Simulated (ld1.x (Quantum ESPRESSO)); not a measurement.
What one change does to a pseudopotential (Pb (Z = 82), ultrasoft)

```json
{
 "Element": "Pb (Z = 82)",
 "Generator": "ld1.x (Quantum ESPRESSO) 7.5",
 "Type": "ultrasoft",
 "Functional": "PBEsol",
 "Relativity": "fully relativistic",
 "Frozen core": "[Xe] 4f14",
 "Valence charge": "14",
 "Reference configuration": "5d10 6s1.75 6p2.25",
 "Partial waves": "6s (bound): rcut 1.85, rcutus 1.95 bohr; 6s channel at -0.4 Ry: rcut 1.85, rcutus 1.95 bohr; 6p (bound): rcut 1.75, rcutus 2.45 bohr; 6p channel at 0.25 Ry: rcut 1.75, rcutus 2.45 bohr; 5d (bound): rcut 1.20, rcutus 1.50 bohr; 5d channel at -1.25 Ry: rcut 1.20, rcutus 1.50 bohr",
 "Local potential": "all-electron potential smoothed inside 1.85 bohr (lloc = -2)",
 "Core correction": "Bessel-smoothed model core, default radius (core density twice the valence density)",
 "Augmentation charge": "PSQ, inside the norm-conserving radii"
}
```

Open shells are filled in proportion to 2j + 1 (rel_dist='average').

All-electron outer shells of the reference configuration (PBEsol, scalar-relativistic, ld1.x):

```csv
shell,level (eV),outermost node (bohr),outermost maximum (bohr)
4f,-133.41,–,0.35
5p,-86.28,0.49,0.88
5d,-21.60,0.52,1.07
6s,-12.39,1.01,1.95
6p,-3.71,1.18,2.63
```

Change: waves 6p (bound): rcut 1.75, rcutus 3.20 bohr; 6p channel at 0.25 Ry: rcut 1.75, rcutus 3.20 bohr.

Cutoffs: the cutoffs (Ry, on a coarse ladder) from which the occupation-weighted sum of valence levels, in a spherical-Bessel basis at the reference potential, stays within 10 and 1 mRy of its value at 400 Ry; they do not see the model core or the augmentation charge, which bear on the density cutoff. Errors are all-electron minus pseudo energies relative to the spin-unpolarised reference configuration.

Q: What does the change do?

A: The potential gets neither clearly harder nor softer (50 Ry and 90 Ry → 50 Ry and 90 Ry); of the 7 tests that both files solve, the error grows in 0 and shrinks in 4 by more than 15 % and 0.3 meV (median size 2.7 → 2.4 meV); neither file shows a bound ghost. That the errors move this way runs against the usual rule that smaller radii transfer better.

| quantity | base | changed |
| --- | --- | --- |
| cutoff, loose | 50 Ry | 50 Ry |
| cutoff, tight | 90 Ry | 90 Ry |
| bound ghosts | none | none |
| error for 5d10 6s2 6p2, meV [ΔE -2.12 eV] | -0.1 | -0.1 |
| error for 5d10 6s2 6p1, meV [ΔE 4.61 eV] | -1.2 | -0.7 |
| error for 5d10 6s2 6p0, meV [ΔE 18.21 eV] | -12 | -7.0 |
| error for 5d9 6s2 6p3, meV [ΔE 16.95 eV] | -35 | -21 |
| error for 5d10 6s1 6p2, meV [ΔE 14.01 eV] | -2.7 | -2.4 |
| error for 5d10 6s1 6p0, meV [ΔE 50.69 eV] | -48 | -38 |
| error for 5d10 6s2 6p2.3, meV [ΔE -2.95 eV] | -0.2 | -0.3 |
| lowest overlap eigenvalue by channel | s 0.46, p1/2 0.52, p3/2 0.53, d3/2 0.94, d5/2 0.94 | s 0.46, p1/2 0.54, p3/2 0.52, d3/2 0.94, d5/2 0.94 |
